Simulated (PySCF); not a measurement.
Isomers of C6H13NOSi2, one GFN2-xTB conformer each. Single-point energies are computed at PBE0/pcSseg-1 (PySCF, gas phase, no added dispersion term), electronic only.

**Question.** Rank them by PBE0/pcSseg-1 energy, lowest first (kcal/mol).
A. `[CH3:1][CH2:2][O:3][C@@H:4]1[CH2:5][C@@H:6]([C:7]#[N:8])[SiH2:9][SiH2:10]1` with C1–C2–O3–C4 -175°, C2–O3–C4–C5 -74°, O3–C4–C5–C6 -56°, C4–C5–C6–C7 -174°, C5–C6–Si9–Si10 22°, C6–Si9–Si10–C4 5°
B. `[CH3:1][O:2][C@@H:3]1[CH2:4][C@@H:5]([CH2:6][C:7]#[N:8])[SiH2:9][SiH2:10]1` with C1–O2–C3–C4 -153°, C4–C5–C6–C7 60°, O2–C3–C4–C5 -64°, C3–C4–C5–C6 -179°, C4–C5–Si9–Si10 26°, C5–Si9–Si10–C3 0°
C. `[CH3:1][C:2](=[O:3])[NH:4][C:5]1=[C:6]([CH2:7][SiH3:8])[CH2:9][SiH2:10]1` with C1–C2–N4–C5 180°, C2–N4–C5–C6 179°, C5–C6–C7–Si8 92°
D. `[SiH3:1][CH2:2][SiH2:3][CH2:4][CH2:5][c:6]1[n:7][cH:8][cH:9][o:10]1` with Si1–C2–Si3–C4 -174°, C2–Si3–C4–C5 -64°, Si3–C4–C5–C6 67°, C4–C5–C6–N7 -126°
E. `[CH3:1][CH2:2][SiH2:3][NH:4][SiH2:5][c:6]1[cH:7][cH:8][cH:9][o:10]1` with C1–C2–Si3–N4 178°, C2–Si3–N4–Si5 -175°, Si3–N4–Si5–C6 -18°, N4–Si5–C6–C7 -151°
F. `[CH3:1][N:2]([SiH3:3])[CH2:4][SiH2:5][c:6]1[cH:7][cH:8][cH:9][o:10]1` with C1–N2–C4–Si5 69°, N2–C4–Si5–C6 -179°, C4–Si5–C6–C7 -126°

**Answer.** E (0.0), D (19.5), C (24.3), A (35.5), F (36.0), B (40.8).

As drawn, the lowest has an aromatic ring and an N–H bond, which the highest lacks; the highest has a C≡N group and an Si–Si bond, which the lowest lacks. Neighbours under 2.5 kcal/mol apart (CCO[C@@H]1C[C@@H](C#N)[SiH2][SiH2]1 and CN([SiH3])C[SiH2]c1ccco1) can change places with a better method, another conformer or zero-point energy. GFN2-xTB itself gives, in the same order: 0.0, 23.1, 32.5, 52.2, 16.4, 57.0. Both levels put the same isomer lowest; measured from each level's own lowest isomer, the values differ by up to 19.6 kcal/mol (CN([SiH3])C[SiH2]c1ccco1: 16.4 against 36.0).

**Question.** Which frontier levels, dipoles and rotational constants go with these structures?

**Answer.** 
| SMILES | HOMO (eV, PBE0/pcSseg-1) | LUMO (eV) | dipole (D) | A, B, C (MHz) |
| --- | --- | --- | --- | --- |
| CC[SiH2]N[SiH2]c1ccco1 | -6.71 | -0.15 | 0.36 | 1852, 514.1, 413.8 |
| [SiH3]C[SiH2]CCc1ncco1 | -7.10 | -0.14 | 1.91 | 1289, 656.5, 492.4 |
| CC(=O)NC1=C(C[SiH3])C[SiH2]1 | -6.12 | -0.21 | 3.79 | 1428, 602.3, 457.7 |
| CCO[C@@H]1C[C@@H](C#N)[SiH2][SiH2]1 | -7.72 | -0.46 | 4.57 | 1226, 689.7, 523.0 |
| CN([SiH3])C[SiH2]c1ccco1 | -6.00 | -0.17 | 0.88 | 2639, 395.2, 376.3 |
| CO[C@@H]1C[C@@H](CC#N)[SiH2][SiH2]1 | -7.13 | -0.13 | 3.87 | 1643, 617.8, 537.4 |

**Question.** As an exercise, what shares would exp(−E/RT) give at 2000 K from these electronic energies alone (no entropy, no degeneracies)?

**Answer.** RT = 3.974 kcal/mol: CC[SiH2]N[SiH2]c1ccco1 99.0 %, [SiH3]C[SiH2]CCc1ncco1 0.7 %, CC(=O)NC1=C(C[SiH3])C[SiH2]1 0.2 %, CCO[C@@H]1C[C@@H](C#N)[SiH2][SiH2]1 under 0.1 %, CN([SiH3])C[SiH2]c1ccco1 under 0.1 %, CO[C@@H]1C[C@@H](CC#N)[SiH2][SiH2]1 under 0.1 %.
